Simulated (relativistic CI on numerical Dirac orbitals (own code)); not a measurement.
**One change at a time: Tb LIV**

Base calculation: Dirac-Coulomb-Breit CI, KLI orbitals optimised for each configuration, model QED (radiative potential, 1s self-energy scaled to tabulated hydrogen-like ionisation energies), unscaled Slater integrals.

Configurations in the expansion (outside the closed core [Ne]): 3s², 3s3p, 3p², 3s3d, 3d², 3p3d, 3p4s, 3d4s, 3s4s, 3s4p, 3s4d, 3s4f, 3s5s, 3s5p, 3s5d, 4s². Levels of other configurations are missing.

Variants: (1) configuration mixing switched off; (2) non-relativistic limit. Shifts of the energy above 3s² ¹S0, in eV, for the lowest level and the first level of each name with at least 55 % of one term (blank where a level changes its place among those of its configuration and J or its character, or is not in the variant):

```csv
Level,Base,Δ(1),Δ(2)
3s² ¹S0,0.000,0.000,0.000
3s3p ³P°0,113.736,-3.604,-15.407
3s3p ³P°1,126.513,-2.857,-28.184
3p² ³P0,273.491,-4.602,-46.955
3s3p ³P°2,314.012,-3.474,-215.683
3s3p ¹P°1,346.623,-0.925,-207.217
3p² ¹D2,460.547,+6.517,-234.899
3p² ³P1,461.844,-3.425,-235.307
3s3d ³D1,496.688,-4.047,-222.517
3s3d ³D2,505.619,-7.566,-231.448
3s3d ³D3,542.119,-4.054,-267.949
3s3d ¹D2,557.458,-6.775,-253.974
3p3d ³F°2,619.644,-4.037,-240.256
3p² ³P2,670.014,-6.158,-443.477
```

At this charge energies of transitions that change n are usually good to better than 1 %, and those within a shell (Δn = 0) to a few per cent.

Ionisation energy from the two ground configurations alone: base 5102.96 eV. The NIST ASD value (theoretical) is 5103 eV.

LS names give the leading component of a level, which can be under half, so a name can repeat, a term be missing and a line seem to break the LS rules.
